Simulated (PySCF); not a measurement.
## `InChI=1S/C2H3.CH3NSi.CH3.Al.H/c1-2;2-1-3;;;/h1H,2H2;3H3;1H3;;`

Geometry:
```json
{"atom": "C1", "x (Å)": "-1.284", "y (Å)": "-2.227", "z (Å)": "-0.767"}
{"atom": "C2", "x (Å)": "-0.697", "y (Å)": "-1.494", "z (Å)": "0.178"}
{"atom": "Al3", "x (Å)": "-1.199", "y (Å)": "0.419", "z (Å)": "0.537"}
{"atom": "C4", "x (Å)": "-2.472", "y (Å)": "1.393", "z (Å)": "-0.648"}
{"atom": "N5", "x (Å)": "0.660", "y (Å)": "0.997", "z (Å)": "0.193"}
{"atom": "C6", "x (Å)": "1.788", "y (Å)": "0.817", "z (Å)": "0.338"}
{"atom": "Si7", "x (Å)": "3.610", "y (Å)": "0.445", "z (Å)": "0.560"}
{"atom": "H8", "x (Å)": "-2.025", "y (Å)": "-1.795", "z (Å)": "-1.426"}
{"atom": "H9", "x (Å)": "-1.070", "y (Å)": "-3.276", "z (Å)": "-0.942"}
{"atom": "H10", "x (Å)": "0.047", "y (Å)": "-2.013", "z (Å)": "0.792"}
{"atom": "H11", "x (Å)": "-1.096", "y (Å)": "0.833", "z (Å)": "2.045"}
{"atom": "H12", "x (Å)": "-2.866", "y (Å)": "2.295", "z (Å)": "-0.165"}
{"atom": "H13", "x (Å)": "-3.345", "y (Å)": "0.784", "z (Å)": "-0.910"}
{"atom": "H14", "x (Å)": "-2.037", "y (Å)": "1.722", "z (Å)": "-1.599"}
{"atom": "H15", "x (Å)": "3.830", "y (Å)": "-0.850", "z (Å)": "-0.078"}
{"atom": "H16", "x (Å)": "3.839", "y (Å)": "0.430", "z (Å)": "2.000"}
{"atom": "H17", "x (Å)": "4.311", "y (Å)": "1.533", "z (Å)": "-0.118"}
```

The calculation used GIAO KT3/pcSseg-1 magnetisability, rotational g tensor and spin-rotation constants, non-relativistic, gas phase (PySCF). Geometry: GFN2-xTB.

(1) Give the nuclear spin-rotation constants along the inertial axes (H = +C I·J) beside the isotropic shieldings.

(2) How do the rotational constants and the g tensor change when H8, H9, H10, H11, H12, H13, H14, H15, H16, H17 are replaced by deuterium?

Answers

(1) Rotational constants 2.6265, 0.7693, 0.6368 GHz. A star marks the isotopologue with that one atom substituted, in its own axes.
```csv
atom,isotope,Caa (kHz),Cbb (kHz),Ccc (kHz),mean (kHz),σ (ppm)
Al3,27Al,1.484,0.430,0.353,0.756,440.4
N5,14N,0.085,0.156,0.140,0.127,-19.4
H8,1H,0.001,-0.045,-0.028,-0.024,25.9
H9,1H,-0.241,0.075,-0.064,-0.077,25.4
H10,1H,0.013,-0.028,-0.037,-0.018,25.2
H11,1H,-0.168,-0.046,0.010,-0.068,27.4
H12,1H,-0.271,-0.009,-0.065,-0.115,32.3
H13,1H,-0.028,-0.071,-0.072,-0.057,32.3
H14,1H,-0.259,-0.086,-0.006,-0.117,32.4
H15,1H,-0.258,0.019,-0.053,-0.097,27.4
H16,1H,-0.221,-0.076,0.017,-0.093,27.4
H17,1H,-0.164,-0.037,-0.030,-0.077,27.5
C1,13C*,0.737,0.328,0.146,0.404,56.4
C2,13C*,0.884,0.325,0.186,0.465,33.1
C4,13C*,0.259,0.072,0.057,0.129,201.4
C6,13C*,0.251,0.309,0.267,0.276,61.1
Si7,29Si*,-1.329,-0.380,-0.315,-0.675,459.4
```
For the geometry as given, no vibrational averaging.

(2) Constants 2.1340, 0.6726, 0.5563 GHz; g -0.0269, -0.0075, -0.0052, against -0.0330, -0.0088, -0.0060 before.
